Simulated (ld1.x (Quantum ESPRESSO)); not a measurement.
## Before and after: TM potential for Al

```
Element                 : aluminium
Generator               : ld1.x (Quantum ESPRESSO) 7.5
Type                    : norm-conserving Troullier–Martins (Kleinman–Bylander form)
Functional              : LDA (PZ)
Relativity              : scalar-relativistic
Frozen core             : [Ne]
Valence charge          : 3
Reference configuration : 3s2 3p1
Partial waves           : 3s (bound): rc 2.05 bohr; 3d channel at 0.2 Ry: rc 2.35 bohr; 3p (bound): rc 2.85 bohr
Local potential         : the p channel
Core correction         : none
```

All-electron outer shells of the reference configuration (LDA (PZ), scalar-relativistic, ld1.x):

```tsv
shell	level (eV)	outermost node (bohr)	outermost maximum (bohr)
2s	-107.50	0.17	0.50
2p	-69.71	–	0.43
3s	-7.84	0.80	2.06
3p	-2.79	0.82	2.64
```

Change: core correction a·sin(br)/r model core inside 1.76 bohr.

Cutoffs: the cutoffs (Ry, on a coarse ladder) from which the occupation-weighted sum of valence levels, in a spherical-Bessel basis at the reference potential, stays within 10 and 1 mRy of its value at 400 Ry; they do not see the model core or the augmentation charge, which bear on the density cutoff. Errors are all-electron minus pseudo energies relative to the spin-unpolarised reference configuration.

What does the change do?

The potential gets neither clearly harder nor softer (10 Ry and 30 Ry → 10 Ry and 30 Ry); of the 9 tests that both files solve, the error grows in 0 and shrinks in 7 by more than 15 % and 0.3 meV (median size 7.3 → 2.9 meV); neither file shows a bound ghost. Exchange and correlation are not linear in the density, so unscreening with the valence charge alone errs where core and valence overlap; a model core restores that term. A model core, the more so a compact one, raises the density cutoff, which this test does not measure.

| quantity | base | changed |
| --- | --- | --- |
| cutoff, loose | 10 Ry | 10 Ry |
| cutoff, tight | 30 Ry | 30 Ry |
| bound ghosts | none | none |
| error for 3s2 3p0, meV [ΔE 5.85 eV] | +2.4 | +1.1 |
| error for 3s1 3p0, meV [ΔE 25.22 eV] | +83 | +29 |
| error for 3s2 3p0.5, meV [ΔE 2.13 eV] | +0.3 | +0.1 |
| error for 3s0 3p3, meV [ΔE 10.51 eV] | +34 | +7.7 |
| error for 3s1 3p1, meV [ΔE 11.67 eV] | +20 | +7.4 |
| error for 3s1 3p2, meV [ΔE 5.16 eV] | +7.3 | +1.6 |
| error for 3s2 3p1.3, meV [ΔE -0.60 eV] | +0.1 | +0.1 |
| error for 3s2 3p1 (spin-polarised), meV [ΔE -0.14 eV] | +6.6 | +2.9 |
| error for 3s1 3p0 (spin-polarised), meV [ΔE 24.80 eV] | +216 | +61 |
| s: phases at 3.09 bohr within 0.05 rad from the reference energy up to (Ry; the scan ends near 5) | to the end of the scan | to the end of the scan |
| p: phases at 3.09 bohr within 0.05 rad from the reference energy up to (Ry; the scan ends near 5) | 2.0 | 2.0 |
| d: phases at 3.09 bohr within 0.05 rad from the reference energy up to (Ry; the scan ends near 5) | 2.7 | 2.7 |
